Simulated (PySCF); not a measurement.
# How methods differ on the ionisation energy of Ba⁵⁴⁺

Ba⁵⁴⁺ 1s2 (1S) → Ba⁵⁵⁺ 1s1 (2S), as a difference of total energies. Computed with PySCF 2.14 in an even-tempered Gaussian basis (17 s from 120 bohr⁻², ratio 2.2; 7 p from 190 bohr⁻², ratio 2.4; 4 d from 560 bohr⁻², ratio 2.4; 3 f from 840 bohr⁻², ratio 2.4; 3 g from 1300 bohr⁻², ratio 2.4), with scalar relativity by spin-free X2C-1e. Correlated levels: nothing frozen; virtual orbitals above 40 to 60 times the deepest correlated orbital energy dropped. The calculations carry no spin-orbit coupling.

```csv
method,ionisation energy (eV),difference from reference (eV)
UHF,43564.2,+78.8
MP2 (all electrons),43565.8,+80.4
SCS-MP2 (all electrons),43566.2,+80.8
CCSD (all electrons),43565.9,+80.5
```

Reference: 43485.4 eV (theoretical estimate listed by NIST; NIST Atomic Spectra Database, ionization energies).

For this ion Breit and QED terms and the two-electron picture change, all absent here, outweigh the differences among the correlated methods.

With two correlated electrons CCSD is exact in that space.
